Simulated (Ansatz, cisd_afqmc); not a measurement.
Species: HTe, charge 0, doublet. HTe (SMILES [TeH], doublet).
B3LYP-D3(BJ)/def2-TZVP minimum from Ansatz (an electronic-structure program):
```xyz
2

Te     0.0000     0.0000    -0.0314
H      0.0000     0.0000     1.6331
```
Charge 0, spin multiplicity 2.

Total energies in def2-SVP, 7 correlated electrons, 9 frozen orbitals. UHF or UKS for unpaired electrons; spin-orbit terms are left out. Correlated methods leave the cores frozen (noble-gas shells, and filled d and f shells in the p block). Past Kr the def2 sets carry scalar-relativistic core potentials. The Monte Carlo rows (phaseless AFQMC, CISD trial, step 0.005/hartree) carry one-sigma bars that omit the constraint's bias. Outlying blocks are dropped, and bars are widened where a walk drifts. Over all cases where full CI ran beside it in this data, AFQMC minus full CI had a median of +0.1 mEh and passed +0.4 mEh in a tenth of the cases. Spin-orbit terms, left out, reach several kcal/mol for Br and I, and more for heavier atoms.

```tsv
method	program	energy (Eh)	minus CCSDTQ (mEh)
HF	Ansatz	-267.56321	104.75
MP2	Ansatz	-267.64739	20.58
CCSD	Ansatz	-267.66569	2.28
CCSD(T)	Ansatz	-267.66747	0.49
CCSDT(Q)	Ansatz	-267.66795	0.02
CCSDTQ	Ansatz	-267.66797	0.00
AFQMC/CISD	cisd_afqmc	-267.6678 ± 0.0001	0.2 ± 0.1
```

Rough core times of Ansatz's runs on a shared machine: CCSD(T) under 20 s, CCSDT(Q) under 20 s, CCSDTQ 90 s.
